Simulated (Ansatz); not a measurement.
Ansatz (a first-principles code) input:

Ansatz 0.2 input:
```yaml
crystal:
  periodic: [false, false, false]
  atoms:
    - {symbol: C, position_ang: [-0.57953066, -0.00171288, -0.00616437]}
    - {symbol: C, position_ang: [0.67202206, 0.00198625, 0.00714819]}
    - {symbol: H, position_ang: [1.75324261, 0.00518195, 0.01864896]}
    - {symbol: H, position_ang: [-1.15674222, 0.93590400, -0.02445489]}
    - {symbol: H, position_ang: [-1.15144876, -0.94272618, -0.00009696]}
basis:
  gaussian:
    orbitals: def2-TZVPD
hamiltonian:
  xc: {name: CAM-B3LYP}
total_charge: 1
magnetization: {spin_polarized: true, initial_magnetization: 2}
```

Task: Which total energy does the run end on?

Result: -77.47135 Eh (CAM-B3LYP/def2-TZVPD). The basis has 101 functions.

This state (charge 1, triplet) is run at the relaxed geometry of the species with charge 1 and multiplicity 1, and is a spin state other than that species' own.
